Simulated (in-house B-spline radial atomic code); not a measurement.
Radial electron density of the arsenic ion As⁺, [Ne] 3s2 3p5 3d10 4s2 4p2 5s1. Level of theory: scalar-relativistic (X2C) B97-1, spin-polarised, spherical fractional occupations, exact exchange averaged over the configuration, Fermi nucleus of rms radius 4.0968 fm; calculated with an all-electron radial atomic-structure program (B-spline basis).

One-electron X2C: radii and densities carry no picture-change correction, so inner-shell <1/r> comes out high (for 1s by about 2 % at Z = 33, 5 % at 54, 10 % at 75, 30 % at 118) and <r> low.

Columns: r (bohr), 4πr²n(r) (electrons per bohr), bar.

```
 0.00179      1.3 #
 0.00223    1.892 ##
 0.00277    2.721 ###
 0.00344    3.884 ####
 0.00427    5.485 #####
 0.00531    7.674 #######
 0.00659    10.54 ##########
 0.00819    14.24 #############
  0.0102    18.82 #################
  0.0126    23.92 ######################
  0.0157    29.59 ###########################
  0.0195    34.86 ################################
  0.0242    38.88 ####################################
  0.0301    40.72 ######################################
  0.0374     39.8 #####################################
  0.0464    36.75 ##################################
  0.0577    33.47 ###############################
  0.0717    32.79 ##############################
   0.089    36.39 ##################################
   0.111    42.97 ########################################
   0.137    47.35 ############################################
   0.171    45.07 ##########################################
   0.212    36.29 ##################################
   0.263    27.35 #########################
   0.327    24.86 #######################
   0.407     28.2 ##########################
   0.505    29.93 ############################
   0.627    25.22 #######################
   0.779    16.38 ###############
   0.968    8.827 ########
     1.2    5.007 #####
    1.49    3.587 ###
    1.86    2.638 ##
    2.31    1.585 #
    2.86   0.7934 #
    3.56   0.4436 
    4.42   0.3322 
    5.49   0.2036 
    6.82  0.07762 
    8.48  0.01788 
    10.5 0.002223 
    13.1 0.0001068 
    16.2 2.332e-06
```

On this grid the curve has 3 maxima, near 0.0301, 0.137, 0.505 bohr.

The 3p down radial function P(r) = rR(r), positive near the nucleus:

```tsv
r (bohr)	P
0.00179	0.001744
0.00277	0.003825
0.00427	0.008374
0.00659	0.01833
0.0102	0.03982
0.0157	0.08356
0.0242	0.1683
0.0374	0.3167
0.0577	0.5282
0.089	0.7216
0.137	0.6692
0.212	0.09525
0.327	-0.8516
0.505	-1.386
0.779	-1.018
1.2	-0.3609
1.86	-0.04991
2.86	-0.002094
```
